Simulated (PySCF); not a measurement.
C9H18.
Geometry (GFN2-xTB, Å), atoms numbered from 1 in this order:
```xyz
27
C9H18 angstrom
C      3.8267   -0.3185   -0.0872
C      2.3752   -0.6278   -0.4356
C      1.4234    0.3990    0.1754
C     -0.0387    0.2254   -0.2496
C     -0.8661    1.4275    0.2133
C     -2.3254    1.2962   -0.2104
C     -2.9292    0.0110    0.3449
C     -2.1161   -1.1931   -0.1172
C     -0.6580   -1.0555    0.3123
H      4.1184    0.6514   -0.4846
H      4.4902   -1.0730   -0.5037
H      3.9636   -0.2996    0.9921
H      2.1291   -1.6270   -0.0723
H      2.2559   -0.6283   -1.5218
H      1.4894    0.3482    1.2652
H      1.7552    1.3965   -0.1262
H     -0.0779    0.1787   -1.3444
H     -0.4447    2.3464   -0.2008
H     -0.8124    1.4981    1.3024
H     -2.8923    2.1591    0.1459
H     -2.3868    1.2828   -1.3012
H     -2.9277    0.0520    1.4366
H     -3.9656   -0.0887    0.0153
H     -2.5386   -2.1105    0.2987
H     -2.1664   -1.2667   -1.2063
H     -0.6034   -1.0309    1.4034
H     -0.0978   -1.9262   -0.0319
```

Computed, not measured: PBE0/pcSseg-1 in PySCF (dipole) on a GFN2-xTB geometry, gas phase.

Masses are those of the commonest isotopes; rigid-rotor values at the optimised geometry. The values belong to one conformer with, in the numbering `[CH3:1][CH2:2][CH2:3][CH:4]1[CH2:5][CH2:6][CH2:7][CH2:8][CH2:9]1`, C1–C2–C3–C4 174°, C2–C3–C4–C5 -170°, C3–C4–C5–C6 179°, C4–C5–C6–C7 58°, C5–C6–C7–C8 -57°, C6–C7–C8–C9 57°.

Q: What are A, B and C (MHz)?

A: Ia = 133.94, Ib = 649.18, Ic = 737.83 u·Å²; 505379 MHz·u·Å²/I gives A = 3773, B = 778.5, C = 685.0 MHz.

Q: Classify the top.

A: A near-prolate asymmetric top. Ray's parameter κ = (2B − A − C)/(A − C) = -0.939; −1 is the prolate and +1 the oblate limit.

Q: Is it planar, by Δ = Ic − Ia − Ib?

A: Not planar: Δ = Ic − Ia − Ib = -45.29 u·Å². For a rigid frame Δ = −2 Σ m c², so Σ m c² = 22.64 u·Å² lies off the ab plane: 16.24 from hydrogen and 6.40 from heavier atoms. The atom farthest from that plane is 1.41 Å away.

Q: List the rotational levels J(Ka,Kc) to J = 4 (cm⁻¹).

A: Above 0(0,0):
J = 1: 1(0,1) 0.0488, 1(1,1) 0.1487, 1(1,0) 0.1518
J = 2: 2(0,2) 0.1464, 2(1,2) 0.2432, 2(1,1) 0.2526, 2(2,1) 0.5523, 2(2,0) 0.5523
J = 3: 3(0,3) 0.2925, 3(1,3) 0.3849, 3(1,2) 0.4037, 3(2,2) 0.6987, 3(2,1) 0.6991, 3(3,1) 1.2060, 3(3,0) 1.2060
J = 4: 4(0,4) 0.4871, 4(1,4) 0.5738, 4(1,3) 0.6050, 4(2,3) 0.8939, 4(2,2) 0.8950, 4(3,2) 1.4014, 4(3,1) 1.4014, 4(4,1) 2.1114, 4(4,0) 2.1114
The levels of one J sum to (2J + 1)J(J + 1)(A + B + C)/3.

The dipole components are |μa| = 0.04 D, |μb| = 0.06 D, |μc| = 0.06 D.

Q: Estimate the classical rotational partition function at 10 K, 200 K and 298.15 K.

A: Point group C1, symmetry number σ = 1; q = (√π/σ)·√((kT/h)³/(ABC)), k/h = 20836.6 MHz/K: 3760 at 10 K, 336000 at 200 K, 612000 at 298.15 K.

No GFN2-xTB frequencies stand behind this structure, so it isn't proved a minimum. Constants of a rigid frame at the computed geometry: no zero-point averaging, no centrifugal distortion. A rigid rotor knows nothing of internal rotation, which can split or shift real lines.
